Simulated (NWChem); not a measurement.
System: C$_{3}$HClF$_{2}$; SMILES FC=C=C(F)Cl

### Question
Give the equilibrium geometry at PBE-D3(BJ)/def2-SVP (NWChem) as an XYZ file, with the point group.

### Answer
point group C1; any orientation.
```
7

F      0.3090    -2.8803    -0.4432
C      0.0756    -1.9515     0.4999
C     -0.1689    -0.6845     0.2338
C     -0.3947     0.5961     0.0333
F     -1.6093     1.1254    -0.1369
Cl     0.8498     1.8041    -0.0442
H      0.1119    -2.3795     1.5190
```
